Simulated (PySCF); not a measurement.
**Bond length, frequency and bond energy of BiN by level of theory**

State: ¹Σ⁺ (singlet), closed shell. Set-up: PySCF, scalar-relativistic core potentials, basis sets Bi def2-TZVPP with ECP60, N def2-TZVPP. De refers to Bi + N in their high-spin ground configurations, without counterpoise correction. A positive dipole means Bi(−)N(+). Levels whose curve was spin-contaminated or gave no clean fit are not listed.

```
      Level  Re (Å)  ωe (cm⁻¹)  De (eV)  μ (D)  CPU s a point (SCF and correlation, without the integrals)
        RHF   1.844       1005    -2.50  -4.70                                                        0.33
   RHF-CCSD   1.905        843     2.00    n/a                                                         n/a
RHF-CCSD(T)   1.936        768     2.75    n/a                                                         7.7
        PBE   1.921        814     3.62  -3.81                                                         1.2
       BLYP   1.937        790     3.72  -3.83                                                        0.76
```

(1) What does the triples do here, going from RHF-CCSD to RHF-CCSD(T)?

(2) What does all correlation do here, going from RHF to RHF-CCSD(T)?

Correlated steps freeze 5 core orbitals. Spin–orbit coupling is left out, which matters for elements this heavy, above all for dissociation energies. Where the molecule has an RHF reference, its open-shell atoms are computed with UHF. The CCSD T1 diagnostic is raised, a sign that a single reference may not be enough here. A negative De means that the minimum lies above the separated atoms at that level.

The whole job (state search and all levels along the bond) took about 4.5 min on 1 thread of Intel Xeon Platinum 8488C (shared host), peak memory 1.6 GiB.

Results:

(1) RHF-CCSD(T) less RHF-CCSD: +3.1 pm in Re, -8.9 % in ωe, +0.75 eV in De. Correlation nearly always deepens the well. The bond lengthens, as in strong covalent bonds, where excitations into antibonding orbitals dominate.

(2) RHF-CCSD(T) less RHF: +9.2 pm in Re, -23.6 % in ωe, +5.25 eV in De. Correlation nearly always deepens the well. The bond lengthens, as in strong covalent bonds, where excitations into antibonding orbitals dominate.
